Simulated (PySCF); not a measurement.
Compound: C₅H₆N₂S.
Z-matrix (Å and degrees, PBE0-D3(BJ)/def2-SVP geometry), rows numbered from 1:
```
N 
C   1  1.2751
C   2  1.4495  1  129.66
C   3  1.3760  2  127.97  1   179.92
C   4  1.4143  3  114.15  2   179.60
C   5  1.3823  4  112.35  3     0.04
N   6  1.3695  5  128.30  4   177.15
S   6  1.7347  5  111.40  4     0.16
H   1  1.0277  2  110.56  3    -0.09
H   2  1.1045  1  117.28  3   179.98
H   4  1.0919  3  121.95  2    -0.15
H   5  1.0906  4  124.63  3   180.00
H   7  1.0116  6  117.50  5   158.69
H   7  1.0119  6  115.83  5    19.60
```

All values: PBE0/pcSseg-1 (PySCF, non-relativistic), on one gas-phase PBE0-D3(BJ)/def2-SVP geometry that isn't relaxed in the solvent. The solvent is an IEF-PCM continuum (van der Waals radii × 1.2). Only the electrostatic response of the medium enters.

```json
{"run": "gas", "E − E(gas) (kJ/mol)": "0.00", "HOMO (eV)": "-5.97", "HOMO–LUMO gap (eV)": "4.79", "dipole (D)": "5.45"}
{"run": "P", "E − E(gas) (kJ/mol)": "-34.99", "HOMO (eV)": "-5.90", "HOMO–LUMO gap (eV)": "4.69", "dipole (D)": "6.82"}
{"run": "Q", "E − E(gas) (kJ/mol)": "-18.97", "HOMO (eV)": "-5.92", "HOMO–LUMO gap (eV)": "4.74", "dipole (D)": "6.19"}
```

The runs were made in chloroform and cyclohexane. Which run belongs to which solvent?

P = chloroform, Q = cyclohexane. The dielectric constants are 2.017 (cyclohexane), 4.711 (chloroform), and the energy falls further as ε rises. In this model the ground state sees the solvent through ε alone.

How constant is the ratio of the lowering to (ε − 1)/(2ε + 1)?

```csv
solvent,(ε − 1)/(2ε + 1),E − E(gas) (kJ/mol),ratio (kJ/mol),polarisation term (kJ/mol)
cyclohexane,0.202,-18.97,-93.9,-20.32
chloroform,0.356,-34.99,-98.3,-39.55
```

The ratio changes by +4.6 % in size from cyclohexane to chloroform. The polarisation term is half the interaction of the solute with the induced surface charges.
